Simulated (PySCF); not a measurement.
## Löwdin shares of the frontier orbitals

Compound: C4H14Si4.
Z-matrix (Å and degrees, PBE0-D3(BJ)/def2-SVP geometry), rows numbered from 1:
```
C 
C   1  1.5397
C   2  1.5498  1   88.56
Si  3  1.8911  2  120.13  1   141.91
Si  4  2.3686  3  111.02  2  -158.33
Si  5  2.3663  4   88.43  3    89.83
Si  6  2.3663  5   87.55  4    21.47
C   1  1.5397  2   88.73  3   -18.60
H   1  1.1011  2  111.49  3    93.95
H   1  1.1006  2  117.89  3  -139.68
H   2  1.1003  1  118.34  3  -120.66
H   2  1.1026  1  111.55  3   112.89
H   3  1.1037  2  109.83  1   -91.64
H   4  1.4980  3  111.38  2    69.03
H   5  1.4983  4  111.36  3  -159.54
H   5  1.4970  4  118.55  3   -31.78
H   6  1.4980  5  110.64  4   -90.22
H   6  1.4958  5  118.60  4   142.93
H   7  1.4983  4  110.45  3   160.00
H   7  1.4975  4  119.42  3    32.46
H   8  1.1027  1  111.36  2   -94.65
H   8  1.1004  1  118.46  2   139.40
```

Computed with PySCF, TDDFT wB97X-D/def2-SVPD, vertical, gas phase, core orbitals frozen in the response.

Kohn–Sham orbitals with the atoms that hold most of them (Löwdin shares over 4%, at most four atoms; ? is withheld):

```tsv
orbital	ε (eV)	atoms
HOMO-3	-10.01	C3 18%, Si4 18%, H14 11%, C8 10%
HOMO-2	-9.36	Si5 23%, Si7 21%, Si6 20%, Si4 8%
HOMO-1	-9.23	Si4 20%, Si7 18%, Si6 18%, C3 11%
HOMO	-8.92	?
LUMO	0.72	?
LUMO+1	1.32	Si5 19%, Si7 19%, Si6 18%, Si4 13%
LUMO+2	1.32	Si6 20%, Si5 17%, Si7 16%, Si4 16%
```

(1) Which atoms hold the HOMO, and with what shares?

(2) Give the leading atoms of the LUMO.

(3) The HOMO–LUMO gap is 9.65 eV. Where does the response calculation put the lowest singlet, and from which orbitals?

(4) One configuration dominates each of S1, S2 and S3. Which, and how do the shares of the two leading atoms of either orbital change from the occupied to the empty one?

## Answers

(1) Si4 (bonded to C, 2 Si and H) 24%; Si5 (bonded to 2 Si and 2 H) 24%; Si7 (bonded to 2 Si and 2 H) 17%; Si6 (bonded to 2 Si and 2 H) 15%.

(2) Si5 (bonded to 2 Si and 2 H) 18%; Si7 (bonded to 2 Si and 2 H) 18%; Si6 (bonded to 2 Si and 2 H) 16%; Si4 (bonded to C, 2 Si and H) 16%.

(3) S1 is at 4.99 eV (f = 0.0004), 4.65 eV below the gap, made of HOMO→LUMO (94%). 

(4) 
- S1 (4.99 eV, f 0.0004), HOMO→LUMO (94%): Si4 24% → 16%, Si5 24% → 18%, Si7 17% → 18%
- S2 (5.61 eV, f 0.0041), HOMO-1→LUMO (92%): Si4 20% → 16%, Si7 18% → 18%, Si5 at most 12% → 18%
- S3 (5.70 eV, f 0.0064), HOMO-2→LUMO (96%): Si5 23% → 18%, Si7 21% → 18%

Löwdin shares depend on the basis, the more so with diffuse functions.

Time: 9.7 min wall (grids of density and orbitals included); peak memory 1.4 GiB. Hardware: an Arm Neoverse V1 with one thread, no GPU, shared host.

One conformer stands for the species.
